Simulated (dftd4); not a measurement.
F₃Sb (SMILES [F][Sb]([F])[F]), singlet, geometry from GFN2-xTB; D4 for pbe0 in dftd4.

dftd4 was given this input:
```
$ dftd4 mol.xyz --func pbe0 --charge 0 --json dftd4.json --noedisp --grad

# file mol.xyz
4

Sb     0.00179571    -0.00268353     0.40263206
F     -1.26106459    -0.92708194    -0.76113086
F     -0.18179938     1.56028347    -0.74936608
F      1.43268829    -0.61799484    -0.77108473
```

Q: What does dftd4 print? Leave out banner, timings and long lists.

A: 
```
                    ____  _____ _____     ____  _  _
      -------------|  _ \|  ___|_   _|---|  _ \| || |------------
     |             | | | | |_    | | ___ | | | | || |_           |
     |             | |_| |  _|   | ||___|| |_| |__   _|          |
     |             |____/|_|     |_|     |____/   |_|            |
     |             ===================================           |
     |            E. Caldeweyher, S. Ehlert & S. Grimme          |
     |          Mulliken Center for Theoretical Chemistry        |
     |                    University of Bonn                     |
      -----------------------------------------------------------

Rational (Becke-Johnson) damping: pbe0-D4-ATM
---------------------
  s6         1.0000
  s8         1.2007
  s9         1.0000
  a1         0.4009
  a2         5.0293
 alp        16.0000
--------------------

Dispersion energy:      -2.1761236567149E-03 Eh

Gradient norm:           1.1705714249629E-04 Eh/a0
--------------------------------------------------
     #    Z           dE/dx      dE/dy      dE/dz
--------------------------------------------------
     1   51 Sb    1.742E-07 -2.603E-07  3.905E-05
     2    9 F    -5.016E-05 -3.705E-05 -1.304E-05
     3    9 F    -7.166E-06  6.205E-05 -1.257E-05
     4    9 F     5.715E-05 -2.474E-05 -1.344E-05
--------------------------------------------------

Virial:
--------------------------------------------------
      component           x          y          z
--------------------------------------------------
          x       2.767E-04  5.673E-09 -8.514E-07
          y       5.673E-09  2.767E-04  1.272E-06
          z      -8.514E-07  1.272E-06  8.586E-05
--------------------------------------------------

[Info] Dispersion results written to 'dftd4.txt'
[Info] JSON dump of results written to 'dftd4.json'
```
